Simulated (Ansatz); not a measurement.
Basis-set extrapolation for C4H7B (`C=CBC=C`) (PBE0-D4/def2-TZVP geometry, frozen core, Ansatz 0.2.0). Multiplicity 1, RHF reference.

```csv
,def2-TZVPP,def2-QZVPP
HF,-180.258002,-180.266136
MP2 correlation,-0.738900,-0.785816
CCSD(T) correlation,-0.822168,not run
```

Energies in hartree. Use E(X) = E(∞) + A·exp(−7.88·√X) for Hartree–Fock and E(X) = E(∞) + B·X^(−2.97) for correlation, with X = 3 and 4, and add CCSD(T) minus MP2 of the smaller set to the MP2 limit.

**Question.** What is the CCSD(T) energy at the basis-set limit?

**Answer.** HF limit: -180.266136 + (-0.008134) × 0.13774 = -180.26726. MP2 limit: -0.785816 + (-0.046916) × 0.74074 = -0.82057. Higher-order term: -0.822168 − (-0.738900) = -0.08327. Total: -181.17110 hartree, 238.7 kJ/mol below CCSD(T)/def2-TZVPP.
